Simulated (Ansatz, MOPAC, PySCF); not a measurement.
Molecule: SrCl2 (charge 0, singlet). SMILES: [Cl][Sr][Cl]
Geometry from a B3LYP-D3(BJ)/def2-TZVP (Ansatz, a quantum-chemistry and plane-wave program) optimisation:
```xyz
3

Sr     0.1863    -0.3163     0.1135
Cl     1.5438     0.7669    -1.8498
Cl    -1.9601    -0.0599     1.5960
```

Property: vertical electron affinity to the doublet, in eV. Terms: dispersion terms only where a functional's name holds one; spin-orbit terms left out; UHF or UKS for open shells; LANL2DZ with its own core potentials from Na on; def2 sets with scalar-relativistic core potentials past Kr; frozen cores in correlated levels (noble-gas shells and the d and f shells of earlier blocks; the outer core of K, Ca and congeners matters and is frozen too); each state is the SCF solution reached for its charge and spin; six Cartesian d functions in 6-31G* and its kin unless marked 5d; STO-3G and 3-21G all-electron and non-relativistic; PM7 with its own dispersion and hydrogen-bond terms. First-principles rows: single points at B3LYP-D3(BJ) geometries (Ansatz). Semi-empirical rows: differences of heats of formation at the shared geometry for vertical values.

| level | program | vertical electron affinity to the doublet (eV) |
|---|---|---|
| AM1 | MOPAC | 1.03 |
| PM3 | MOPAC | 1.62 |
| PM6 | MOPAC | 0.95 |
| PM7 | MOPAC | 1.01 |
| MNDO | MOPAC | 1.00 |
| HF/6-31G* with LANL2DZ past Ar | Ansatz | 0.80 |
| PBE/6-31G* with LANL2DZ past Ar | Ansatz | 1.26 |
| B3LYP/STO-3G | Ansatz | -3.27 |
| B3LYP/3-21G | Ansatz | 1.32 |
| B3LYP/6-31G* with LANL2DZ past Ar | Ansatz | 1.28 |
| M06-2X/6-31G* with LANL2DZ past Ar (5d) | PySCF | 1.37 |
| MP2/6-31G* with LANL2DZ past Ar | Ansatz | 0.82 |
| B3LYP/def2-TZVPD | Ansatz | 1.14 |
| wB97M-V/def2-TZVPD | Ansatz | 0.87 |
| wB97X-V/def2-TZVPD | Ansatz | 0.92 |

No value to compare with is used here. The 12 habitual levels span -3.27 (B3LYP/STO-3G) to 1.62 eV (PM3); wB97M-V/def2-TZVPD gives 0.87.

The levels are drawn from those run, B3LYP/6-31G* more often than the rest, none by its result; left out are runs that failed, that the program found above a lower state of the same kind, or whose <S^2> lies over 0.5 above the pure value.
